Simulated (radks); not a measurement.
Values are calculated unless marked as measured or tabulated.
Question: The mean radii <r> (bohr) of the occupied orbitals of an atom or ion are listed with their occupations. Level of theory: scalar-relativistic Kohn-Sham, BLYP, spin-polarised, spherical densities, finite nucleus; Fermi nuclear charge, rms radius of each element as measured or else 0.836 A^(1/3) + 0.57 fm (a radial shooting solver on a logarithmic mesh with Libxc functionals).

| orbital | occ. | <r> |
|---|---|---|
| 1s | 2 | 0.1972 |

Name the element and its charge. Open shells, if any, are filled with parallel spins first.

Answer: Z = 8, oxygen, charge +6: O6+ in [He]. The 1s radius gives Z: for a bare nucleus <r> = (2 gamma + 1)/(2Z) with gamma = sqrt(1 - (Z/c)^2), 0.1873 bohr for Z = 8, and screening makes it slightly larger (0.1972 here). The occupations add up to 2, and the charge is Z minus that.
